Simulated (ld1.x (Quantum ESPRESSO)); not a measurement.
Scattering properties, TM potential for gallium

- Element: Ga
- Generator: ld1.x (Quantum ESPRESSO) 7.5
- Type: norm-conserving Troullier–Martins (Kleinman–Bylander form)
- Functional: Wu–Cohen
- Relativity: scalar-relativistic
- Frozen core: [Ar] 3d10
- Valence charge: 3
- Reference configuration: 4s2 4p1
- Partial waves: 4p (bound): rc 2.05 bohr; 4d channel at 0.15 Ry: rc 2.05 bohr; 4s (bound): rc 1.80 bohr
- Local potential: the s channel
- Core correction: a·sin(br)/r model core inside 1.30 bohr

The phase is arctan(r·u′/u) with u = r·R(r), unwrapped; energies in Ry, scanned from -3 to 5 Ry. A pole is an energy at which the radial function vanishes at the test radius. The pseudo phase is shifted by a multiple of π to meet the all-electron one at the reference energy, and phase errors are pseudo minus all-electron; the curves can meet again beyond the range given. Levels narrower than the energy grid can be missing from the lists of poles.

For each channel, where are the poles, and over which energies does the pseudopotential scatter like the atom?

```csv
channel,radius (bohr),reference energy (Ry),"poles, all-electron","poles, pseudo",unbroken range about the reference energy with phases within 0.05 rad,phase error 1 Ry above the reference energy (rad)
s,2.25,-0.66,1.46,1.40,below 3.6,-0.003
p,2.25,-0.19,2.78,2.77,the whole range,-0.002
d,2.25,0.15,-1.32,-2.95,-1.0 to 1.1,-0.055
```

Note: ghost state, extra bound levels that the all-electron valence spectrum of the same l lacks: d at -42.4 eV. A true bound ghost makes a file unfit for plane-wave use.

Phases in the s channel:

```json
{"E (Ry)": "-3.00", "all-electron": "1.225", "pseudo": "1.224"}
{"E (Ry)": "-2.76", "all-electron": "1.198", "pseudo": "1.197"}
{"E (Ry)": "-2.52", "all-electron": "1.164", "pseudo": "1.162"}
{"E (Ry)": "-2.28", "all-electron": "1.120", "pseudo": "1.118"}
{"E (Ry)": "-2.04", "all-electron": "1.061", "pseudo": "1.059"}
{"E (Ry)": "-1.80", "all-electron": "0.979", "pseudo": "0.977"}
{"E (Ry)": "-1.56", "all-electron": "0.856", "pseudo": "0.854"}
{"E (Ry)": "-1.32", "all-electron": "0.662", "pseudo": "0.660"}
{"E (Ry)": "-1.08", "all-electron": "0.342", "pseudo": "0.341"}
{"E (Ry)": "-0.84", "all-electron": "-0.132", "pseudo": "-0.132"}
{"E (Ry)": "-0.60", "all-electron": "-0.617", "pseudo": "-0.617"}
{"E (Ry)": "-0.36", "all-electron": "-0.953", "pseudo": "-0.953"}
{"E (Ry)": "-0.12", "all-electron": "-1.157", "pseudo": "-1.159"}
{"E (Ry)": "0.12", "all-electron": "-1.286", "pseudo": "-1.288"}
{"E (Ry)": "0.36", "all-electron": "-1.373", "pseudo": "-1.376"}
{"E (Ry)": "0.60", "all-electron": "-1.436", "pseudo": "-1.440"}
{"E (Ry)": "0.84", "all-electron": "-1.484", "pseudo": "-1.489"}
{"E (Ry)": "1.08", "all-electron": "-1.522", "pseudo": "-1.528"}
{"E (Ry)": "1.32", "all-electron": "-1.554", "pseudo": "-1.561"}
{"E (Ry)": "1.56", "all-electron": "-1.582", "pseudo": "-1.589"}
{"E (Ry)": "1.80", "all-electron": "-1.606", "pseudo": "-1.615"}
{"E (Ry)": "2.04", "all-electron": "-1.628", "pseudo": "-1.639"}
{"E (Ry)": "2.28", "all-electron": "-1.649", "pseudo": "-1.663"}
{"E (Ry)": "2.52", "all-electron": "-1.669", "pseudo": "-1.686"}
{"E (Ry)": "2.76", "all-electron": "-1.690", "pseudo": "-1.710"}
{"E (Ry)": "3.00", "all-electron": "-1.710", "pseudo": "-1.736"}
{"E (Ry)": "3.24", "all-electron": "-1.732", "pseudo": "-1.764"}
{"E (Ry)": "3.48", "all-electron": "-1.755", "pseudo": "-1.796"}
{"E (Ry)": "3.72", "all-electron": "-1.781", "pseudo": "-1.835"}
{"E (Ry)": "3.96", "all-electron": "-1.810", "pseudo": "-1.883"}
{"E (Ry)": "4.20", "all-electron": "-1.844", "pseudo": "-1.946"}
{"E (Ry)": "4.44", "all-electron": "-1.885", "pseudo": "-2.034"}
{"E (Ry)": "4.68", "all-electron": "-1.935", "pseudo": "-2.163"}
{"E (Ry)": "4.92", "all-electron": "-2.000", "pseudo": "-2.372"}
```
